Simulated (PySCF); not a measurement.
C6H8O.
Structure used (PBE0-D3(BJ)/def2-SVP), in Å, numbered top down from 1:
```xyz
15
C6H8O angstrom
C      3.9279   -0.4662    0.5528
C      2.7162   -0.4095    0.4928
C      1.2964   -0.3749    0.4379
C      0.5890    0.6484   -0.0654
C     -0.8985    0.6755   -0.1206
O     -1.4409   -0.4779    0.4322
C     -2.8324   -0.5180    0.3928
H      4.9998   -0.5112    0.6026
H      0.7511   -1.2390    0.8323
H      1.1028    1.5276   -0.4677
H     -1.2663    1.5843    0.4076
H     -1.2197    0.8007   -1.1797
H     -3.2882    0.3158    0.9632
H     -3.2196   -0.4720   -0.6446
H     -3.1556   -1.4663    0.8435
```

Linear response at PBE0/def2-SVPD (PySCF, frozen core in the response, non-relativistic). One conformer (not necessarily the lowest) at the PBE0-D3(BJ)/def2-SVP geometry, without solvent, vibrations or thermal averaging.

Static isotropic polarisability: 82.93 au (12.29 Å³), principal values 55.1, 67.4, 126.4 au.

(1) What is the polarisability at 1064 nm and at the sodium D line?

(2) What is the isotropic C6 coefficient between two such molecules, C6 = (3/π)∫α(iω)² dω?

(3) Which effective excitation energy ω̄ makes London's formula C6 = (3/4)α²ω̄ exact here?

(4) How anisotropic is the static polarisability, by Δα² = ½[(α1 − α2)² + (α2 − α3)² + (α3 − α1)²]?

(5) What n − 1 at the D line would an ideal gas of it have at 273.15 K and 1 atm (2.6868 × 10¹⁹ cm⁻³), by n − 1 = 2π·N·α′?

(6) What three-body coefficient follows from the one-pole estimate C9 = (3/4)·α·C6?

## Answers

(1) 84.03 au at 1064 nm (+1.3 %), 86.75 au at 589.3 nm (+4.6 %). The rise at 589.3 nm is 3.48 times that at 1064 nm; a pure ω² law gives 3.26. The lowest singlet lies at 232 nm, shorter than both wavelengths.

(2) 2522 au (Eh·bohr⁶) by a ten-point quadrature over imaginary frequencies, which is 1510 eV·Å⁶ or 145 J·nm⁶/mol.

(3) ω̄ = 4·C6/(3α²) = 0.489 Eh = 13.3 eV. A one-pole form α(ω) = α/(1 − ω²/ω̄²) fitted to the 1064 nm value gives 10.2 eV.

(4) Δα = 66.0 au, or 0.80 of the isotropic value.

(5) 21.70 × 10⁻⁴, a formal value whether or not that pressure can be reached.

(6) 157000 au. This is an estimate from the two numbers above, not a computed integral.
